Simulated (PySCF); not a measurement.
Compound: (MeSi)4CH26 adamantane, C10H24Si4.
Bonds: Si1–C2, Si1–C3, Si1–C9, Si1–C13, C3–Si4, Si4–C5, Si4–C6, Si4–C14, C6–Si7, Si7–C8, Si7–C9, Si7–C10, C10–Si11, Si11–C12, Si11–C13, Si11–C14. Hydrogens: H15, H16, H17 on C2; H18, H19 on C3; H20, H21, H22 on C5; H23, H24 on C6; H25, H26, H27 on C8; H28, H29 on C9; H30, H31 on C10; H32, H33, H34 on C12; H35, H36 on C13; H37, H38 on C14.

Method: PBE0-D3(BJ)/def2-SVP geometry optimisation, gas phase (PySCF 2.14.0); density fitting, grid level 1; the optimiser is geomeTRIC in internal coordinates, started from a GFN2-xTB structure with every atom displaced at random (about 0.03 Å).

At the end of the run (lengths in Å): Si4–C6 1.888, Si1–C3 1.888, Si4–C14 1.887, Si11–C13 1.888, C14–H37 1.105, C10–H30 1.105, C3–Si4 1.888, C3–Si1–C9 108.0°, Si1–C3–Si4 112.3°, C2–Si1–C3 110.9°, C2–Si1–C3–Si4 180°, C2–Si1–C9–Si7 180°, C2–Si1–C13–Si11 180°, H20–C5–Si4–C3 180°, H28–C9–Si1–C2 58°.

Question: These geometries were met on the way; a selection of coordinates is given. Order them by energy above the end point, lowest first.
A. Si4–C6 1.888, Si1–C3 1.888, Si4–C14 1.883, Si11–C13 1.884, C14–H37 1.103, C10–H30 1.103, C3–Si4 1.879, C3–Si1–C9 106.8°, Si1–C3–Si4 113.0°, C2–Si1–C3 110.4°, C2–Si1–C3–Si4 180°, C2–Si1–C9–Si7 179°, C2–Si1–C13–Si11 -179°, H20–C5–Si4–C3 -179°, H28–C9–Si1–C2 57°
B. Si4–C6 1.888, Si1–C3 1.889, Si4–C14 1.888, Si11–C13 1.888, C14–H37 1.105, C10–H30 1.105, C3–Si4 1.886, C3–Si1–C9 107.8°, Si1–C3–Si4 112.6°, C2–Si1–C3 110.5°, C2–Si1–C3–Si4 180°, C2–Si1–C9–Si7 179°, C2–Si1–C13–Si11 -179°, H20–C5–Si4–C3 180°, H28–C9–Si1–C2 57°
C. Si4–C6 1.997, Si1–C3 1.994, Si4–C14 1.800, Si11–C13 1.818, C14–H37 1.173, C10–H30 1.172, C3–Si4 1.822, C3–Si1–C9 101.7°, Si1–C3–Si4 114.7°, C2–Si1–C3 111.5°, C2–Si1–C3–Si4 177°, C2–Si1–C9–Si7 180°, C2–Si1–C13–Si11 -179°, H20–C5–Si4–C3 -172°, H28–C9–Si1–C2 54°
D. Si4–C6 1.919, Si1–C3 1.912, Si4–C14 1.865, Si11–C13 1.867, C14–H37 1.108, C10–H30 1.102, C3–Si4 1.863, C3–Si1–C9 104.5°, Si1–C3–Si4 113.8°, C2–Si1–C3 110.7°, C2–Si1–C3–Si4 179°, C2–Si1–C9–Si7 179°, C2–Si1–C13–Si11 -179°, H20–C5–Si4–C3 -176°, H28–C9–Si1–C2 55°

Answer: B (0.002 eV), A (0.016 eV), D (0.128 eV), C (1.434 eV).

```json
{"step": "3", "E above end (eV)": "0.002", "rms distance from the end, all atoms (Å)": "0.012", "largest force (eV/Å)": "0.074", "rms shift of all bonds from the end (Å)": "0.001"}
{"step": "2", "E above end (eV)": "0.016", "rms distance from the end, all atoms (Å)": "0.021", "largest force (eV/Å)": "0.323", "rms shift of all bonds from the end (Å)": "0.003"}
{"step": "1", "E above end (eV)": "0.128", "rms distance from the end, all atoms (Å)": "0.032", "largest force (eV/Å)": "1.454", "rms shift of all bonds from the end (Å)": "0.010"}
{"step": "0", "E above end (eV)": "1.434", "rms distance from the end, all atoms (Å)": "0.059", "largest force (eV/Å)": "4.246", "rms shift of all bonds from the end (Å)": "0.047"}
```

Rows stand in the order of the answer.
